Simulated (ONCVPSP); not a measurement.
**Zr (Z = 40), ONCV: configuration errors across variants**

| Item | Value |
| --- | --- |
| Element | Zr |
| Generator | ONCVPSP 4.0.1 |
| Type | optimised norm-conserving Vanderbilt (ONCV) |
| Functional | PBE |
| Relativity | scalar-relativistic |
| Frozen core | [Ar] 3d10 |
| Valence charge | 12 |
| Reference configuration | 4s2 4p6 4d2 5s2 |
| Partial waves | 4s+5s: rc 2.30 bohr, ncon 4, nbas 8, qcut 6.7 1/bohr, 2 projectors; 4p: rc 2.10 bohr, ncon 4, nbas 9, qcut 6.3 1/bohr, 2 projectors, debl 2.9 Ha; 4d: rc 2.05 bohr, ncon 4, nbas 8, qcut 4.3 1/bohr, local |
| Local potential | the d channel |
| Core correction | polynomial model core, fcfact 0.55 |

All-electron excitation energies from the reference (eV): (1) 4s2 4p6 4d2 5s1 7.137; (2) 4s2 4p6 4d2 5s0 20.078; (3) 4s2 4p6 4d1 5s0 42.704; (4) 4s2 4p6 4d3 5s0 7.521.

2 further variants failed, have other tests or another functional or relativity, and are left out.

Errors AE − PS in meV (a dash: test not solved or not reliable):

| change | (1) | (2) | (3) | (4) | bound ghosts | GHOST(+) flags above zero |
| --- | --- | --- | --- | --- | --- | --- |
| base | -2.2 | -10 | -2.2 | -10 | none | s |
| core correction polynomial model core, fcfact 0.26 | -2.2 | -10 | -2.2 | -10 | none | s |
| core correction polynomial model core, fcfact 0.35 | -2.2 | -10 | -2.2 | -10 | none | s |
| p: qcut 9 | -2.3 | -11 | -3.6 | -10 | none | s, p |

(1) Give the same row for: s: rc 2.12.

Results:

(1) -2.0, -9.0, -2.4, -8.2; bound ghosts: none; GHOST(+) flags above zero: s.
